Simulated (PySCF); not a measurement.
# Nb³⁺ (niobium, charge +3) across methods

[Kr] 4d2, high-spin 3F determinant. Calculation: PySCF 2.14, in ANO-RCC-VTZP; scalar relativity by spin-free X2C-1e.

```
method  E (hartree)  mean ε 4p α (eV)  mean ε 4p β (eV)  mean ε 4d α (eV)  Σ⟨r²⟩ (bohr²)   ⟨S²⟩
M06-2X     -3817.79           -70.535           -68.460           -34.552          25.45  2.001
   PBE     -3817.13           -65.278           -63.832           -31.748          25.46  2.001
  PBE0     -3817.21           -68.119           -66.172           -33.386          25.41  2.001
 M06-L     -3817.43           -66.108           -64.477           -31.659          25.31  2.001
r2SCAN     -3817.52           -66.243           -64.572           -32.072          25.41  2.002
 B3LYP     -3817.57           -67.483           -65.731           -33.019          25.48  2.001
   LDA     -3812.88           -65.392           -64.056           -31.629          25.49  2.000
```

**Question.** Estimate the same row for UHF.

**Answer.** E (hartree) = -3815.53444; mean ε 4p α (eV) = -75.433; mean ε 4p β (eV) = -71.755; mean ε 4d α (eV) = -37.511; Σ⟨r²⟩ (bohr²) = 25.48; ⟨S²⟩ = 2.005.
